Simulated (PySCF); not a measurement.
Electron correlation in La²⁺ (lanthanum, charge +2)

[Xe] 5d1, 2D determinant. Computed with PySCF 2.14 in def2-TZVPPD with the def2 core potential (46 electrons), with scalar relativity through the core potential. Frozen: nothing; 9 electrons correlated.

```csv
level,correlation energy (mhartree)
CCSD,-160.58
(T),-3.87
CCSD(T),-164.45
```

Diagnostics: T1 = 0.0049, D1 = 0.0110, largest double amplitude 0.024.

Spin-orbit coupling, absent here, splits the open shell strongly.

Cost of the coupled-cluster step: roughly 7 core-seconds, for 9 correlated electrons.

The basis has no tight functions for the innermost shells, so their pair energies are far from complete.
